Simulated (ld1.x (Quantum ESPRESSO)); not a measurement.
An all-electron radial function and its pseudo partner (Ni (Z = 28))

Columns: radius, all-electron u(r) and pseudo u(r) of the 4s shell (level -5.66 eV) of nickel in the configuration [Ar] 3d8 4s2 4p0; PBEsol, scalar-relativistic, TM scheme, ld1.x (Quantum ESPRESSO) 7.5.

```
r (bohr)  all-electron   pseudo
   0.160       -0.1671  -0.0249
   0.320        0.0522  -0.0520
   0.480        0.2564  -0.0834
   0.640        0.2520  -0.1218
   0.800        0.1236  -0.1696
   0.960       -0.0439  -0.2284
   1.120       -0.2056  -0.2984
   1.280       -0.3429  -0.3764
   1.440       -0.4511  -0.4558
   1.600       -0.5314  -0.5278
   1.760       -0.5872  -0.5843
   1.920       -0.6225  -0.6217
   2.080       -0.6412  -0.6412
   2.240       -0.6466  -0.6466
   2.400       -0.6414  -0.6414
   2.560       -0.6282  -0.6282
   2.720       -0.6089  -0.6089
   2.880       -0.5851  -0.5851
   3.040       -0.5581  -0.5581
   3.200       -0.5292  -0.5292
   3.360       -0.4991  -0.4991
   3.520       -0.4685  -0.4685
   3.680       -0.4380  -0.4380
   3.840       -0.4081  -0.4081
   4.000       -0.3791  -0.3791
   4.160       -0.3513  -0.3513
```

(1) How many radial nodes do the two functions have?

(2) At about which radius was the pseudo-wave matched?

(3) Is the pseudo-wave norm-conserving?

Answers

(1) The all-electron 4s function has n − l − 1 = 3 (the table is too coarse to show those close to the nucleus); the pseudo-wave has 0, since the states of the same l below it are removed with the core.

(2) 2.25 bohr. The columns agree to 0.0005 from 2.08 bohr on; several derivatives are matched, so the curves merge somewhat inside the radius.

(3) Yes: the TM scheme keeps the norm inside the radius equal to the all-electron one, which fixes the energy derivative of the logarithmic derivative at the level.
